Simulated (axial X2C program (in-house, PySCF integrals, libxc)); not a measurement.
## What spin–orbit coupling does to BeCr

Computed with an in-house all-electron X2C program for linear molecules (integrals from PySCF). Spin-free means the one-electron spin-free X2C Hamiltonian; two-component (2c) means X2C with spin–orbit coupling and atomic mean-field two-electron Coulomb and Gaunt terms, so the difference of the two also holds small scalar two-electron terms. Basis: Cr dyall-cv3z [9s10p6d3f2g], Be dyall-cv3z [8s8p3d1f] (cores contracted in-house); Gaussian nuclei, density fitting, unrestricted open shells. Masses: Cr 51.941 u, Be 9.012 u.

Spin-free state: M_S = 3, Λ = 0 (beyond evenly filled blocks: 2 × σα, π+α, π-α, δ+α, δ-α); fragments Cr + Be.

| level | Re (Å) | ωe (cm⁻¹) | De (eV) | μ (D) |
| --- | --- | --- | --- | --- |
| PBE0 | 2.421 | 340.2 | 0.742 | -1.62 |
| MP2 | 2.450 | 319.9 | 0.351 | n/a |
| LDA | 2.300 | 407.3 | 1.203 | -1.15 |

Correlated methods: 8 electrons correlated (number of frozen shells: Cr 3 s, 2 p; Be 1 s), 242 virtual spin orbitals or spinors in MP2.

Dipoles are positive if Be is the positive end.

Two-component determinant lowest at the distance of the search:

Ω = 3 (⟨Sz⟩ = 3.00, ⟨Lz⟩ = 0.00 at HF); fragments Cr + Be.

| level | Re (Å) | ωe (cm⁻¹) | De (eV) | μ (D) |
| --- | --- | --- | --- | --- |
| PBE0 | 2.422 | 339.9 | 0.740 | -1.62 |
| MP2 | 2.451 | 319.6 | 0.349 | n/a |
| LDA | 2.300 | 406.9 | 1.201 | -1.15 |

Task: From the two tables, how do the constants change at the MP2 level (2c against spin-free)?

Result: At the MP2 level Re increases by 0.001 Å and ωe drops by 0.3 cm⁻¹; De changes by -0.002 eV.

The state is one determinant whose occupation by symmetry is held fixed; it was picked as the lowest of a PBE0 search that is not exhaustive. De is counted from the lowest determinant-based energies of the atoms at the same level, without counterpoise correction. Density functionals use the spin component along the axis (collinear). Other states lie close and PBE0, whose exact exchange favours high spin, may order them wrongly; the determinant shown need not be the ground state. The nearest other spin-free determinant of the search, M_S = 2, Λ = 0, lies 0.63 eV up at the distance of the search. With several unpaired electrons one determinant need not be a pure state. Open-shell Ω = 0 determinants with evenly filled partner blocks cannot be reached by this program, so the Ω shown need not be the lowest component. The determinant is spin-polarised beyond a pure state at some levels (its spin-free form has ⟨S²⟩ too high), which makes Re and μ there less reliable.
